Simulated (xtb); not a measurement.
Harmonic IR lines of one isomer of C₃H₃Cl, unscaled. These are GFN2-xTB (xtb 6.7.1) values and carry that method's errors.

```tsv
wavenumber (cm⁻¹)	relative intensity
311	5.0
642	49
894	19
950	38
1052	100
1486	7.9
1825	96
3015	94
3027	79
3247	4.7
```

Name which structure gives these lines.
(A) `C=C=CCl`
(B) `C#CCCl`
(C) `ClC1=CC1`

C, `ClC1=CC1`
